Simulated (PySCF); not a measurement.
# Correlation energy of Si (silicon, neutral)

[Ne] 3s1 3p2 4s1, high-spin 5P determinant (an excited configuration). All numbers are calculated (PySCF 2.14, no relativity, point nucleus, in aug-cc-pwCVDZ (6s5p3d, 36 functions)). Frozen: [Ne]; 4 electrons correlated.

| level | correlation energy (mhartree) |
| --- | --- |
| CCSD | -20.93 |
| (T) | -0.17 |
| CCSD(T) | -21.10 |
| CCSDT | -21.18 |

Diagnostics: T1 = 0.0089, D1 = 0.0236, largest double amplitude 0.047.

The outer electron is Rydberg-like, and this basis confines it to a smaller radius and binds it less than a complete one would.

Cost of the coupled-cluster step: of the order of 0.16 core-seconds, for 4 correlated electrons.
